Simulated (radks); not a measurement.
Task: These are the eigenvalues of the occupied orbitals of an atom or ion with whole-number occupations (hartree). All-electron calculation, scalar-relativistic Kohn-Sham, PBE, spin-polarised, spherical densities, finite nucleus; Fermi nuclear charge, rms radius of each element as measured or else 0.836 A^(1/3) + 0.57 fm. Program: a radial shooting solver on a logarithmic mesh with Libxc functionals.

orbital  eigenvalue
1s up     -3272.907
1s down   -3272.745
2s up     -748.8423
2s down   -748.7136
2p up     -675.9699
2p down   -675.7951
3s up     -305.2832
3s down   -304.6483
3p up     -283.9246

Which element is it, and in what charge state? The configuration may be excited. Open shells, if any, are filled with parallel spins first.

Result: Z = 80, mercury, charge +67: Hg67+ in [Ne] 3s2 3p1. The list shows which subshells hold electrons but not how many an open one holds; the 1s level, -3272.9 hartree, gives Z - s = 80.9 by -(Z - s)^2/2, which with screening and relativity narrows Z to a few neighbours, and the depths of the outer levels then fix element, charge and occupations together.
